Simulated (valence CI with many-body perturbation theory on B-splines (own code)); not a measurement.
Os XLV: calculated level list

Method: relativistic CI+MBPT: four valence electrons over a frozen Dirac-Fock core [Ar] 3d10, radial functions for each j: 11 s, 11 p, 10 d, 8 f, 5 g, 2 h, with the one-electron correlation potential Σ1 (screened to all orders), the two-electron term Σ2, the three-electron term Σ3, Breit, model QED; selected single and double excitations, second order for the rest, scaled by the run's own slope (own B-spline code, finite nucleus).

No measured spectrum was set against this ion. As an estimate, large intervals hold to a few tenths of a per cent, small ones and those within an open d or f shell to about a per cent. Among the levels kept, up to 430 cm⁻¹ of a level comes from second order outside the variational space, and about a tenth of that is noise between levels of different J, which matters for small intervals.

Levels 136 to 180 of 188, with energies above the lowest level, (4s^2 4p1/2^2) J=0. "Leading %" is the weight of the configuration and term that name the level; weights of strongly mixed levels are sums over their largest components and can fall short. In the jj column 3d3/2^4 stands for four electrons in 3d with j = 3/2. Lifetimes count E1, E2, E3, M1 and M2 decay at the calculated energies, and are blank where another channel may lead or the interval is too uncertain; long ones can be off by a factor of two.

| No. | Configuration | Term | J | E (Ry) | Leading % | Lifetime | g | Leading jj |
| --- | --- | --- | --- | --- | --- | --- | --- | --- |
| 136 | 4s4p4d² | ¹S° | 0 | 49.602 | 25 | 2.61 ps |  | 4s 4p1/2 4d3/2 4d5/2 (70 %) |
| 137 | 4s4p²4f | ⁵G° | 3 | 49.646 | 23 | 1.52 ps | 1.090 | 4s 4p1/2 4p3/2 4f5/2 (64 %) |
| 138 | 4s4p²4f | ⁵G° | 4 | 49.734 | 19 | 1.21 ps | 1.250 | 4s 4p1/2 4d3/2 4d5/2 (41 %) |
| 139 | 4s4p²4f | ⁵F° | 2 | 49.852 | 24 | 1.68 ps | 0.998 | 4s 4p1/2 4p3/2 4f5/2 (65 %) |
| 140 | 4s4p4d² | ⁵D° | 3 | 49.896 | 20 | 745 fs | 1.200 | 4s 4p1/2 4d3/2 4d5/2 (67 %) |
| 141 | 4s4p²4f | ⁵F° | 1 | 49.967 | 67 | 1.95 ps | 0.278 | 4s 4p1/2 4p3/2 4f5/2 (84 %) |
| 142 | 4s4p²4f | ⁵D° | 4 | 49.972 | 22 | 2.20 ps | 1.218 | 4s 4p1/2 4p3/2 4f7/2 (52 %) |
| 143 | 4s4p²4f | ³G° | 4 | 49.993 | 33 | 2.86 ps | 1.070 | 4s 4p1/2 4p3/2 4f5/2 (64 %) |
| 144 | 4p⁴ | ³P | 0 | 50.086 | 51 | 350 fs |  | 4p3/2^4 (81 %) |
| 145 | 4s4p²4f | ⁵F° | 3 | 50.101 | 17 | 1.86 ps | 1.103 | 4s 4p1/2 4p3/2 4f7/2 (49 %) |
| 146 | 4s4p4d² | ⁵D° | 2 | 50.105 | 16 | 681 fs | 1.227 | 4s 4p1/2 4d3/2 4d5/2 (70 %) |
| 147 | 4s4p²4f | ⁵G° | 5 | 50.154 | 51 | 3.60 ps | 1.279 | 4s 4p1/2 4p3/2 4f7/2 (93 %) |
| 148 | 4s4p4d² | ⁵S° | 2 | 50.390 | 12 | 670 fs | 1.264 | 4s 4p1/2 4d3/2 4d5/2 (63 %) |
| 149 | 4s4p²4f | ³G° | 3 | 50.406 | 18 | 1.14 ps | 1.141 | 4s 4p1/2 4d3/2 4d5/2 (35 %) |
| 150 | 4s4p4d² | ⁵D° | 4 | 50.430 | 25 | 1.42 ps | 1.216 | 4s 4p1/2 4d5/2^2 (35 %) |
| 151 | 4s4p4d² | ³D° | 1 | 50.575 | 24 | 746 fs | 0.942 | 4s 4p1/2 4d3/2 4d5/2 (57 %) |
| 152 | 4s4p²4f | ³G° | 5 | 50.596 | 50 | 2.48 ps | 1.238 | 4s 4p1/2 4p3/2 4f7/2 (64 %) |
| 153 | 4s4p²4f | ³F° | 3 | 50.700 | 29 | 1.09 ps | 1.107 | 4s 4p1/2 4p3/2 4f5/2 (61 %) |
| 154 | 4s4p²4f | ³D° | 2 | 50.703 | 24 | 2.73 ps | 1.027 | 4s 4p1/2 4p3/2 4f7/2 (68 %) |
| 155 | 4s4p4d² | ⁵G° | 5 | 50.723 | 23 | 2.03 ps | 1.205 | 4s 4p1/2 4d5/2^2 (56 %) |
| 156 | 4s4p²4f | ³H° | 6 | 50.791 | 56 | 4.37 ps | 1.232 | 4s 4p1/2 4p3/2 4f7/2 (96 %) |
| 157 | 4s4p²4f | ³F° | 4 | 50.795 | 29 | 1.75 ps | 1.236 | 4s 4p1/2 4p3/2 4f7/2 (57 %) |
| 158 | 4s4p²4f | ⁵D° | 2 | 50.872 | 27 | 1.13 ps | 1.227 | 4s 4p1/2 4p3/2 4f5/2 (60 %) |
| 159 | 4s4p²4f | ³P° | 0 | 50.882 | 49 | 2.25 ps |  | 4s 4p1/2 4p3/2 4f5/2 (90 %) |
| 160 | 4s4p²4f | ⁵D° | 1 | 50.889 | 35 | 1.50 ps | 1.259 | 4s 4p1/2 4p3/2 4f5/2 (70 %) |
| 161 | 4s4p²4f | ³G° | 3 | 50.894 | 58 | 1.19 ps | 0.901 | 4s 4p1/2 4p3/2 4f5/2 (64 %) |
| 162 | 4s4p²4f | ¹F° | 3 | 50.983 | 26 | 2.55 ps | 1.103 | 4s 4p1/2 4p3/2 4f7/2 (60 %) |
| 163 | 4s4p²4f | ³F° | 2 | 51.090 | 20 | 1.70 ps | 1.010 | 4s 4p1/2 4p3/2 4f5/2 (37 %) |
| 164 | 4s4p²4f | ³H° | 4 | 51.135 | 20 | 1.58 ps | 1.093 | 4s 4p1/2 4p3/2 4f5/2 (38 %) |
| 165 | 4s4p²4f | ³F° | 2 | 51.147 | 24 | 1.09 ps | 0.830 | 4s 4p1/2 4p3/2 4f5/2 (59 %) |
| 166 | 4s4p²4f | ¹D° | 2 | 51.208 | 16 | 1.34 ps | 1.119 | 4s 4p1/2 4p3/2 4f7/2 (33 %) |
| 167 | 4s4p²4f | ³D° | 1 | 51.429 | 32 | 1.32 ps | 1.170 | 4s 4p1/2 4p3/2 4f7/2 (37 %) |
| 168 | 4s4p²4f | ³D° | 3 | 51.458 | 21 | 1.01 ps | 1.146 | 4s 4p1/2 4p3/2 4f5/2 (31 %) |
| 169 | 4s4p²4f | ¹P° | 1 | 51.479 | 18 | 1.02 ps | 0.857 | 4p1/2 4p3/2^2 4d3/2 (41 %) |
| 170 | 4s4p²4f | ³F° | 2 | 51.480 | 28 | 1.19 ps | 1.057 | 4s 4p1/2 4p3/2 4f7/2 (42 %) |
| 171 | 4s4p²4f | ³F° | 4 | 51.481 | 14 | 1.77 ps | 1.130 | 4s 4p1/2 4p3/2 4f7/2 (52 %) |
| 172 | 4s4p²4f | ³D° | 3 | 51.527 | 32 | 1.39 ps | 1.254 | 4s 4p1/2 4d5/2^2 (45 %) |
| 173 | 4s4p4d² | ³F° | 3 | 51.604 | 13 | 1.16 ps | 1.163 | 4s 4p1/2 4d5/2^2 (46 %) |
| 174 | 4s4p²4f | ¹H° | 5 | 51.737 | 38 | 1.78 ps | 1.091 | 4s 4p1/2 4p3/2 4f7/2 (81 %) |
| 175 | 4s4p²4f | ³F° | 4 | 51.761 | 25 | 1.33 ps | 1.190 | 4s 4p1/2 4p3/2 4f7/2 (75 %) |
| 176 | 4p³4d | ³D° | 2 | 51.770 | 16 | 881 fs | 0.974 | 4p1/2 4p3/2^2 4d3/2 (39 %) |
| 177 | 4s4p4d² | ³P° | 0 | 51.779 | 38 | 966 fs |  | 4s 4p1/2 4d5/2^2 (38 %) |
| 178 | 4s4p²4f | ¹P° | 1 | 51.861 | 16 | 849 fs | 0.868 | 4s 4p1/2 4p3/2 4f5/2 (45 %) |
| 179 | 4s4p²4f | ³G° | 4 | 51.898 | 25 | 1.01 ps | 1.145 | 4s 4p1/2 4p3/2 4f7/2 (31 %) |
| 180 | 4s4p4d² | ³F° | 2 | 52.061 | 18 | 1.42 ps | 0.989 | 4s 4p1/2 4d5/2^2 (40 %) |

Where two levels of one J and parity lie close, their mixing, g and order are uncertain.
